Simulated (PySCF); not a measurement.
C2Cl4F2.
Numbering: `[F:1][C:2]([Cl:3])([Cl:4])[C:5]([F:6])([Cl:7])[Cl:8]`

Geometry (PBE0-D3(BJ)/def2-TZVP, Å), atoms numbered from 1 in this order:
```xyz
8
C2Cl4F2 angstrom
F      1.265   -0.362   -1.209
C      0.782    0.118   -0.057
Cl     1.597   -0.699    1.271
Cl     1.060    1.847    0.009
C     -0.746   -0.217   -0.023
F     -0.861   -1.549   -0.092
Cl    -1.538    0.482   -1.429
Cl    -1.493    0.350    1.459
```

Computed with PySCF at wB97X-D/pcSseg-2, non-relativistic, on one gas-phase PBE0-D3(BJ)/def2-TZVP geometry that isn't relaxed in the solvent. The solvent is an IEF-PCM continuum (Bondi radii, 1.10 Å for H, scaled by 1.2). Only the electrostatic response of the medium enters.

Gas phase at wB97X-D/pcSseg-2: HOMO -11.23 eV, LUMO 1.04 eV, dipole 0.70 D.

**Question.** What does the continuum do to the energy, the frontier levels and the dipole at wB97X-D/pcSseg-2 in chloroform?

**Answer.** 
```csv
solvent,ε,E(solvent) − E(gas) (kcal/mol),polarisation term (kcal/mol),distortion of the solute (kcal/mol),HOMO (eV),LUMO (eV),dipole (D)
chloroform,4.711,-0.70,-0.72,0.02,-11.17,1.12,0.82
```

Polarisation term: ½ Σ q·V over the induced surface charges. Distortion: the rise of the solute's own energy as its density leaves the gas-phase optimum.

**Question.** Give the dipole vector in the frame of the coordinates (D, pointing from negative to positive charge), gas and chloroform.

**Answer.** Gas (-0.12, 0.58, 0.38), solvent (-0.14, 0.67, 0.45). Its length changes by +17 % and its direction by less than 1°.

wB97X-D is run here without its empirical dispersion term; that term would change no orbital, density or response property at a fixed geometry.
